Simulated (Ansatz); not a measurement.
Frontier orbitals of CH6GaInO (`[CH3][In]([OH])[GaH2]`).

```xyz
10

C    -0.4912   -1.4631   -1.4144
In   -0.2406    0.0582    0.0806
O    -2.0845    0.5358    0.7152
Ga    1.7625    1.3408    1.1835
H    -1.5529   -1.7000   -1.4882
H     0.0655   -2.3634   -1.1496
H    -0.1310   -1.1111   -2.3827
H    -2.1170    1.2130    1.3932
H     2.4735    0.8018    2.4840
H     2.3156    2.6881    0.5783
```

Total charge 0; spin multiplicity 1. Correlated methods include outer-core shells of Ga, In, which these sets cover unevenly. Scalar relativity is left out up to krypton. In: def2 effective core potential. The structure was optimised at the PBE0-D4/def2-TZVP level. It is one conformer, not always the lowest. Basis def2-TZVPP, the Gaussian-basis code of Ansatz.

| functional | HOMO (eV) | LUMO (eV) |
| --- | --- | --- |
| HSE06 (plane-wave form) | -6.41 | -2.67 |

Problem. Give HOMO and LUMO (eV) with LDA (SPW92), PBE, revPBE, BLYP, r2SCAN, B97M-V, PBE0, B3LYP, r2SCANh, r2SCAN0, BHLYP, CAM-B3LYP, LC-ωPBE, ωB97X-V, ωB97M-V, HF. (Best estimate.)

Solution. Computed: 
| functional | HOMO | LUMO |
| --- | --- | --- |
| LDA (SPW92) | -5.94 | -3.31 |
| PBE | -5.77 | -3.04 |
| revPBE | -5.70 | -2.92 |
| BLYP | -5.62 | -2.97 |
| r2SCAN | -6.00 | -2.84 |
| B97M-V | -6.03 | -3.03 |
| PBE0 | -6.80 | -2.31 |
| B3LYP | -6.60 | -2.55 |
| r2SCANh | -6.38 | -2.58 |
| r2SCAN0 | -6.96 | -2.20 |
| BHLYP | -7.71 | -1.61 |
| CAM-B3LYP | -8.00 | -1.44 |
| LC-ωPBE | -9.25 | -0.31 |
| ωB97X-V | -8.92 | -0.45 |
| ωB97M-V | -8.78 | -0.69 |
| HF | -9.10 | 0.28 |

B3LYP here is the variant with VWN-RPA as its local correlation; programs differ in this. LC-ωPBE has ω = 0.4 bohr⁻¹.
